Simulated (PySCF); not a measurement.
Gas-phase reaction: 3 GeHCl3 + Ge2H6 + HCl = 5 GeH2Cl2

Computed with PySCF and rigid-rotor harmonic-oscillator thermochemistry at 1 bar. † marks an energy on the PBE0/def2-TZVP geometry and frequencies; other levels use their own. MP2 freezes the core. 6-31G* has spherical d functions here. All species are closed-shell singlets. B3LYP is the form with VWN-RPA correlation. Ge: all electrons, no relativistic terms. MP2 isn't extrapolated to the basis-set limit; its ΔH°(298 K) is -32.4 kJ in def2-SVP and -36.2 kJ in def2-TZVPP. The harmonic model lacks anharmonicity and excited electronic states, which grow with temperature; levels with a mode under 35 cm⁻¹ are left out. Internal rotation in Ge2H6 is treated as a harmonic vibration of one conformer, which makes the entropy rough.

```
level               ΔE electronic, kJ  ΔH°(298 K), kJ  ΔS°(298 K), J/K  ΔG°(1200 K), kJ
------------------  -----------------  --------------  ---------------  ---------------
B3LYP/6-31G*                      -63             -60               28              -84
B3LYP/def2-TZVP†                  -55             -52               29              -76
HF/def2-TZVP†                     -86             -83               29             -107
M06-2X/def2-TZVP†                 -67             -64               29              -89
MP2/def2-TZVPP†                   -39             -36               29              -60
PBE/def2-SVP                      -36             -33               27              -55
PBE0/def2-SVP†                    -43             -40               29              -64
PBE0/def2-TZVP                    -46             -43               29              -67
ωB97M-V/def2-TZVP†                -47             -44               29              -68
```
ΔH° is lowest at HF/def2-TZVP† and highest at PBE/def2-SVP. No reference value is set beside these.
